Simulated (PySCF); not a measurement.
Run record: geometry optimisation, TcOCl4 (`[O]=[Tc]([Cl])([Cl])([Cl])[Cl]`) [radical].

Method: PBE0-D3(BJ)/def2-SVP geometry optimisation, gas phase, def2 core potentials past Kr (PySCF 2.14.0). Start geometry: GFN2-xTB. The input is one job of a driver script: a line of settings, then coordinates in Å.

Input:
```
{"job": {"xc": "PBE0", "basis": "def2-SVP", "d3": "d3bj", "grid": 1, "maxiter": 40, "kind": "geom"}, "charge": 0, "multiplicity": 2}
Tc     0.000100    -0.000700     0.164570
O      0.000470    -0.006500     1.814310
Cl     2.139840     0.013930    -0.495180
Cl    -0.012610     2.140680    -0.487230
Cl    -2.139870    -0.010230    -0.494030
Cl     0.012080    -2.137180    -0.502430
```

Output:
```
step   0  E = -1995.63243771  max force = 0.044162
step   1  E = -1995.63527681  max force = 0.013575
step   2  E = -1995.63539751  max force = 0.002187
step   3  E = -1995.63541673  max force = 0.000497
step   4  E = -1995.63542839  max force = 0.000160
optimisation converged
```

Energies in Eh; «max force» is the largest Cartesian gradient component in Eh/bohr.

**Question.** How much energy does the optimisation release, in eV?

**Answer.** E(step 0) − E(last step) = 0.002991 Eh, which is 0.081 eV.

In short: final energy -1995.63543 Eh after 4 steps; dipole 0.35 D.

**Question.** Where do the atoms end?

**Answer.** 0.040 Å rms from the input after alignment:
```
atom  x, y, z in Å
Tc1    0.0000   -0.0004    0.1550
O2     0.0006   -0.0044    1.7686
Cl3    2.1794    0.0027   -0.4811
Cl4   -0.0019    2.1808   -0.4753
Cl5   -2.1797   -0.0008   -0.4804
Cl6    0.0016   -2.1781   -0.4868
```

Time: 58 s wall. Hardware: an x86-64 server with one thread, no GPU, shared host.
Labels such as C1 count atoms from 1, the log's own numbers from 0.

For an open-shell metal species like this, the optimisation's SCF solution wasn't tested for stability and no frequencies at its level were run, so a lower state or another shape may exist.
